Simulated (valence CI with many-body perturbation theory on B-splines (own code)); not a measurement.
Questions on Ta40+

Method: configuration interaction combined with many-body perturbation theory (CI+MBPT): five valence electrons over a frozen Dirac-Fock core [Ar] 3d10, a basis of 11 s, 11 p, 10 d, 8 f, 5 g, 2 h functions for each j, with the one-electron correlation potential Σ1, the two-electron term Σ2, the three-electron term Σ3, Breit, model QED; selected CI, second order for the rest, scaled by the run's own slope (own B-spline code, finite nucleus).

The last digits are not significant, and no measured levels were compared; by estimate large intervals hold to a few tenths of a per cent, small ones and those within an open d or f shell to about a per cent. Among the levels kept, up to 2100 cm⁻¹ of a level comes from second order outside the variational space, and about a tenth of that is noise between levels of different J, which matters for small intervals.

Levels are named by their leading jj configuration (3d3/2^4 stands for four electrons in 3d with j = 3/2), which in mixed levels can hold well under half, so a name can repeat and another be missing.

Rates and lifetimes use the calculated energies. Strong lines usually hold to 10 to 20 %, long lifetimes can be off by a factor of two.

Task: What is the ground level?

Result: (4s^2 4p1/2^2 4p3/2) J=3/2, composition 46 % 4s²4p³ ²P° + 27 % 4s²4p³ ⁴S° + 26 % 4s²4p³ ²D°, g = 1.367.

Task: How well does LS coupling describe the low levels?

Result: Among the lowest 20 levels the leading LS term, summed over configurations, holds 52 % on average. For single configurations the figures are 49 % in LS and 87 % in jj coupling. Terms mix most in the J = 5/2 level at 2030.4 × 10³ cm⁻¹, where the leading one holds 31 %.

Task: What is the ionisation energy?

Result: 1912.1 eV; NIST lists 1910 ± 4 eV (theoretical).

Task: Where does the other parity begin?

Result: At (4s^2 4p1/2^2 4d3/2) J=3/2, 1211.4 × 10³ cm⁻¹.

Task: Name the longest-lived excited levels whose lifetime is computed, and their main decay.

Result: (4s^2 4p1/2 4p3/2 4d5/2) J=9/2 at 2072.6 × 10³ cm⁻¹ lives 8.27 μs, mostly by E2 to (4s^2 4p1/2^2 4d5/2) J=5/2; (4s^2 4p1/2 4p3/2^2) J=5/2 at 708.36 × 10³ cm⁻¹ lives 850 ns, mostly by M1 to (4s^2 4p1/2^2 4p3/2) J=3/2; (4s^2 4p1/2 4p3/2^2) J=1/2 at 762.63 × 10³ cm⁻¹ lives 260 ns, mostly by M1 to (4s^2 4p1/2^2 4p3/2) J=3/2.

Task: Among levels below 4229.2 × 10³ cm⁻¹, which E1 lines absorb most strongly from the ground level?

Result: to (4s^2 4p1/2 4p3/2 4d3/2) J=5/2 at 4.925 nm, f = 0.719; to (4s^2 4p1/2 4p3/2 4d3/2) J=3/2 at 4.902 nm, f = 0.636; to (4s 4p1/2^2 4p3/2^2) J=5/2 at 6.764 nm, f = 0.288.
